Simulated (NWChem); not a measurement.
System: C2H8OSi; SMILES CC[SiH2]O

Parts of the log:

```
             Northwest Computational Chemistry Package (NWChem) 7.3.0
             --------------------------------------------------------

                             Geometry "geometry" -> ""
                             -------------------------

 Output coordinates in angstroms (scale by  1.889725989 to convert to a.u.)

  No.       Tag          Charge          X              Y              Z
 ---- ---------------- ---------- -------------- -------------- --------------
    1 Si                  14.0000     0.49662000    -0.76169700     0.12717200
    2 O                    8.0000    -0.91716400    -1.55332500    -0.29129900
    3 C                    6.0000     0.52457900     1.04446500    -0.42076100
    4 C                    6.0000    -0.58142100     1.91753800     0.19953100
    5 H                    1.0000     1.57558600    -1.52348100    -0.55144300
    6 H                    1.0000     0.71116100    -0.80880400     1.60719200
    7 H                    1.0000    -1.71717600    -1.27911300     0.17714400
    8 H                    1.0000     0.46092300     1.07981300    -1.51685100
    9 H                    1.0000     1.51313400     1.45311700    -0.16268800
   10 H                    1.0000    -0.51650400     1.92967100     1.29447100
   11 H                    1.0000    -0.51839700     2.95672300    -0.14422700
   12 H                    1.0000    -1.57909300     1.54858200    -0.06917500

 Effective nuclear repulsion energy (a.u.)     174.6130980685

  xc_inp: hfexch multiplicative factor not found.
                              NWChem Property Module
                              ----------------------

  itol2e modified to match energy
  convergence criterion.

                                 NWChem DFT Module
                                 -----------------

 Summary of "ao basis" -> "ao basis" (spherical)
 ------------------------------------------------------------------------------
       Tag                 Description            Shells   Functions and Types
 ---------------- ------------------------------  ------  ---------------------
 Si                         def2-svp                 8       18   4s3p1d
 O                          def2-svp                 6       14   3s2p1d
 C                          def2-svp                 6       14   3s2p1d
 H                          def2-svp                 3        5   2s1p

  itol2e modified to match energy
  convergence criterion.

            General Information
            -------------------
          SCF calculation type: DFT
          Wavefunction type:  closed shell.
          No. of atoms     :    12
          No. of electrons :    42
           Alpha electrons :    21
            Beta electrons :    21
          Charge           :     0
          Spin multiplicity:     1
          Use of symmetry is: off; symmetry adaption is: off
          Maximum number of iterations: 150
          AO basis - number of functions:   100
                     number of shells:    50
          Convergence on energy requested:  1.00D-07
          Convergence on density requested:  1.00D-05
          Convergence on gradient requested:  5.00D-04

              XC Information
              --------------
                     Hartree-Fock (Exact) Exchange  1.000

      Superposition of Atomic Density Guess
      -------------------------------------

 Sum of atomic energies:        -442.67355132

      Non-variational initial energy
      ------------------------------

 Total energy =    -444.748421
 1-e energy   =    -954.707645
 2-e energy   =     335.346126
 HOMO         =      -0.343073
 LUMO         =       0.048593

[...]

          -----------------------
          Electric field gradient
          -----------------------

 1 a.u. = 0.324123 10**(16) esu/cm**3  ( or statvolts/cm**2 ) = 0.97174 10**(22) v/m**2

 ------------------------------------------------------------
   Atom      X         Y         Z
 ------------------------------------------------------------
    1 Si   0.93848  -1.43940   0.24032
 ------------------------------------------------------------

 Electric field gradient in molecular frame (a.u.)
         XX             YY             ZZ             XY             XZ             YZ
 ------------------------------------------------------------------------------------------
       -0.259127       0.183420       0.075707      -0.194083      -0.123307      -0.067212

 Principal components (a.u.) and orientation
 of principal axis w.r.t. absolute frame                      Asymmetry parameter eta
 --------------------------------------------------------------------------------------
       -0.375144       0.258992       0.116152                       0.380759

        0.890962      -0.321007      -0.321155
        0.345092       0.938367       0.019434
        0.295123      -0.128143       0.946827

 ------------------------------------------------------------
   Atom      X         Y         Z
 ------------------------------------------------------------
    2 O   -1.73319  -2.93536  -0.55048
 ------------------------------------------------------------

 Electric field gradient in molecular frame (a.u.)
         XX             YY             ZZ             XY             XZ             YZ
 ------------------------------------------------------------------------------------------
       -1.290795       0.714384       0.576410       0.059300       0.687350      -0.511331

 Principal components (a.u.) and orientation
 of principal axis w.r.t. absolute frame                      Asymmetry parameter eta
 --------------------------------------------------------------------------------------
       -1.538114       1.235373       0.302741                       0.606347

        0.938979       0.177889       0.294404
       -0.099468      -0.678901       0.727461
       -0.329279       0.712354       0.619780

 ------------------------------------------------------------
   Atom      X         Y         Z
 ------------------------------------------------------------
    3 C    0.99131   1.97375  -0.79512
 ------------------------------------------------------------

 Electric field gradient in molecular frame (a.u.)
         XX             YY             ZZ             XY             XZ             YZ
 ------------------------------------------------------------------------------------------
       -0.073389       0.112135      -0.038746       0.013885      -0.003155      -0.059530

 Principal components (a.u.) and orientation
 of principal axis w.r.t. absolute frame                      Asymmetry parameter eta
 --------------------------------------------------------------------------------------
        0.133760      -0.074518      -0.059242                       0.114206

        0.068163       0.992354       0.102894
        0.942714      -0.097823       0.318938
       -0.326565      -0.075260       0.942174

 ------------------------------------------------------------
   Atom      X         Y         Z
 ------------------------------------------------------------
    4 C   -1.09873   3.62362   0.37706
 ------------------------------------------------------------

 Electric field gradient in molecular frame (a.u.)
         XX             YY             ZZ             XY             XZ             YZ
 ------------------------------------------------------------------------------------------
       -0.008404       0.000418       0.007986       0.011767       0.004414      -0.011024

 Principal components (a.u.) and orientation
 of principal axis w.r.t. absolute frame                      Asymmetry parameter eta
 --------------------------------------------------------------------------------------
       -0.020232       0.016422       0.003810                       0.623393

        0.723405      -0.170749       0.668977
       -0.597194      -0.640988       0.482176
       -0.346475       0.748318       0.565664

 ------------------------------------------------------------
   Atom      X         Y         Z
 ------------------------------------------------------------
    5 H    2.97743  -2.87896  -1.04208
 ------------------------------------------------------------

 Electric field gradient in molecular frame (a.u.)
         XX             YY             ZZ             XY             XZ             YZ
 ------------------------------------------------------------------------------------------
       -0.047699       0.017659       0.030040       0.084940       0.076062      -0.052866

 Principal components (a.u.) and orientation
 of principal axis w.r.t. absolute frame                      Asymmetry parameter eta
 --------------------------------------------------------------------------------------
       -0.152924       0.077125       0.075799                       0.008671

        0.734877       0.129500       0.665722
       -0.505907      -0.549069       0.665268
       -0.451679       0.825683       0.337983

 ------------------------------------------------------------
   Atom      X         Y         Z
 ------------------------------------------------------------
    6 H    1.34390  -1.52842   3.03715
 ------------------------------------------------------------

 Electric field gradient in molecular frame (a.u.)
         XX             YY             ZZ             XY             XZ             YZ
 ------------------------------------------------------------------------------------------
        0.066961       0.074285      -0.141246       0.000352      -0.030602       0.006522

[...]
```

Level: Hartree-Fock/def2-SVP. Geometry: optimised at B3LYP/6-31G* (spherical d). NWChem prints the field gradient with the sign opposite to the second derivative of the potential.

### Question
Which NWChem input produces such a log?

### Answer
This is not unique; one that fits is the input that was run:
```
start job
memory heap 200 mb stack 900 mb global 1100 mb
geometry units angstroms noautosym nocenter noautoz
  Si     0.496620    -0.761697     0.127172
  O     -0.917164    -1.553325    -0.291299
  C      0.524579     1.044465    -0.420761
  C     -0.581421     1.917538     0.199531
  H      1.575586    -1.523481    -0.551443
  H      0.711161    -0.808804     1.607192
  H     -1.717176    -1.279113     0.177144
  H      0.460923     1.079813    -1.516851
  H      1.513134     1.453117    -0.162688
  H     -0.516504     1.929671     1.294471
  H     -0.518397     2.956723    -0.144227
  H     -1.579093     1.548582    -0.069175
end
basis spherical
  Si library def2-svp
  O library def2-svp
  C library def2-svp
  H library def2-svp
end
dft
  xc hfexch
  iterations 150
end
property
  efieldgrad
end
task dft property
```
